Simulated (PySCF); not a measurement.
F2H6O2Si3, SMILES O([Si](F)(F)O[SiH3])[SiH3].

Geometry optimised at r2SCAN-D4/def2-SVP. Other conformers were not sampled.

Two levels are set side by side: TDA-PBE/def2-SVPD (PySCF) and TDA-ωB97X/def2-SVPD (PySCF). Vertical, same geometry. The lowest singlet is HOMO→LUMO 99 % with PBE and HOMO→LUMO 62 % with the other functional; states are paired by order. Differences are taken from unrounded values.

| quantity | TDA-ωB97X | TDA-PBE | TDA-PBE minus TDA-ωB97X |
|---|---|---|---|
| lowest singlet excitation (eV) | 7.96 | 6.54 | -1.42 |
| lowest triplet excitation (TDA) (eV) | 7.61 | 6.35 | -1.26 |

Functionals without exact exchange tend to place singlet excitations lower, as here. Differences between two approximate levels are no errors against the true value.

Rough cost on one machine, each run with all the roots and properties that it gave: TDA-ωB97X against TDA-PBE about 5 times.
